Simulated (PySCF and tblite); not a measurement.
Results of a calculation; reference values are marked as such.
System: C4H5NO3, numbered as in [O:1]=[CH:2][NH:3]/[CH:4]=[CH:5]/[O:6][CH:7]=[O:8].

Motion: rotation about the C4–N3 bond (torsion C5–C4–N3–C2 from -180° to 0°, rising). GFN2-xTB gives an electronic barrier of 8.1 kcal/mol and a reaction energy of 2.0 kcal/mol.

What does BP86/pcSseg-1 + D3(BJ) give on GFN2-xTB geometries?

A barrier of 6.9 kcal/mol, 1.2 below the tight-binding barrier (from unrounded values), a reaction energy of 0.6 kcal/mol and, with GFN2-xTB thermal terms, ΔG‡(298 K) = 6.3 kcal/mol and k = 2.8×10⁸ s⁻¹ (2 equivalent paths).

Programs: tblite and PySCF.
